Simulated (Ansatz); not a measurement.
`C[Se][Ge]([Cl])([Cl])[Cl]`, charge 0, multiplicity 1.

Give a relaxed structure at PBE0-D4/def2-TZVP (Ansatz 0.2.0). (An estimate is asked.)

The calculation gave: 
Cartesian coordinates in Å:
```
C 0.890 -0.602 -1.285
Se -0.079 1.087 -1.087
Ge -0.820 0.659 1.061
Cl -2.017 -1.110 1.168
Cl -1.977 2.307 1.747
Cl 0.797 0.341 2.425
H 0.201 -1.440 -1.209
H 1.678 -0.671 -0.538
H 1.326 -0.570 -2.282
```
Point group Cs.
This is one stationary point; other conformers may exist.
